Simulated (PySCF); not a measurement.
Isomers of C5H2FNO, one GFN2-xTB conformer each. Single-point energies are computed at PBE0/pcSseg-1 (PySCF, gas phase, no added dispersion term), electronic only.

```csv
SMILES,GFN2-xTB relative energy (kJ/mol)
C#Cc1ncc(F)o1,59.2
N#Cc1coc(F)c1,0.0
```

Q: What does PBE0/pcSseg-1 give for the same structures?

A: 
```
       SMILES  PBE0/pcSseg-1 E (Eh)  PBE0/pcSseg-1 (kJ/mol)  GFN2-xTB (kJ/mol)  point group
N#Cc1coc(F)c1            -420.99510                     0.0                0.0           Cs
C#Cc1ncc(F)o1            -420.94228                   138.7               59.2           Cs
```

Both levels put the same isomer lowest. As drawn, the lower has a C≡N group, which the higher lacks; the higher has a C≡C bond, which the lower lacks.

Q: Which frontier levels, dipoles and rotational constants go with these structures?

A: 
| SMILES | HOMO (eV, PBE0/pcSseg-1) | LUMO (eV) | dipole (D) | A, B, C (MHz) |
| --- | --- | --- | --- | --- |
| N#Cc1coc(F)c1 | -7.55 | -1.29 | 2.68 | 7361, 1273, 1085 |
| C#Cc1ncc(F)o1 | -7.14 | -1.40 | 0.59 | 6685, 1386, 1148 |
